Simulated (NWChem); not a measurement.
## Atomisation of H$_{4}$GeS$_{3}$

```
Ge
H 1 1.5436
S 1 2.2407 2 104.69
H 3 1.3539 1 94.31 2 176.34
S 1 2.2445 2 113.69 3 -117.54
H 5 1.3552 1 94.18 2 -77.53
S 1 2.2511 2 110.39 3 123.71
H 7 1.3550 1 94.09 2 -41.97
```
Charge 0, spin multiplicity 1.

The numbers come from NWChem runs, not from measurements. The geometry was optimised at B3LYP/def2-SVP, a minimum by its harmonic frequencies. It is one conformer; others weren't searched.

Basis set: def2-TZVP. The atomisation energy is electronic alone: no zero-point, thermal, spin-orbit or counterpoise terms. No value is extrapolated to the basis-set limit. Free atoms are single determinants with multiplicities Ge 3, S 3, H 2. Correlated methods freeze the same cores in atoms and molecule, 24 orbitals in all.

Costs are rough ratios of processor time within this set of runs, SCF included, with PBE0 as 1. Costs are the molecule's.

The Hamiltonian is non-relativistic. B3LYP has NWChem's definition, with VWN1-RPA local correlation. GW and range-separated runs recompute their integrals, the others keep them in memory, which bears on the times. The structure started from a generated list of species. The stability of the SCF solutions was not checked. Open-shell Hartree-Fock references start from PBE0 orbitals; any time given for them includes that run.

```tsv
method	atomisation energy (kcal/mol)	relative cost
TPSS	539.9	under 3
B3LYP	522.2	under 3
PBE	538.3	under 3
HF	(withheld)	under 3
MP2	517.2	4
PBE0	530.9	1
BHandHLYP	(withheld)	under 3
CAM-B3LYP	524.8	9
```

What belongs in the gaps?


- HF, atomisation energy (kcal/mol): 366.9
- BHandHLYP, atomisation energy (kcal/mol): 509.7
